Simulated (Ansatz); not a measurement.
Job for Ansatz (a program for electronic structure): U-wB97X-V/def2-TZVPP on CH6Sn (SMILES [CH3][SnH3]), a point of a bond scan (R = 1.905 Å). Elements past Kr take the def2 small-core potentials; no spin–orbit coupling.

Ansatz 0.2 input:
```yaml
crystal:
  periodic: [false, false, false]
  atoms:
    - {symbol: Sn, position_ang: [-0.30086250, 0.03245521, -0.00631286]}
    - {symbol: C, position_ang: [1.84448197, -0.19897144, 0.03870193]}
    - {symbol: H, position_ang: [-0.97629390, -0.97575572, -1.21695910]}
    - {symbol: H, position_ang: [-0.71002577, 1.66119746, -0.35003554]}
    - {symbol: H, position_ang: [-0.97129491, -0.39875451, 1.51123112]}
    - {symbol: H, position_ang: [2.29060181, -2.01134492, 0.42119415]}
    - {symbol: H, position_ang: [2.26881022, 0.44304441, 0.80881496]}
    - {symbol: H, position_ang: [2.26562981, 0.07595007, -0.92688886]}
basis:
  gaussian:
    orbitals: def2-TZVPP
hamiltonian:
  xc: {name: wB97X-V}
magnetization: {spin_polarized: true, initial_magnetization: 0}
```

**Question.** What total energy does the run end on?

**Answer.** -255.8502 hartree.

**Question.** How many basis functions does it have, and what does it roughly cost on one machine?

**Answer.** 165 functions; around 40 core-seconds (rough).
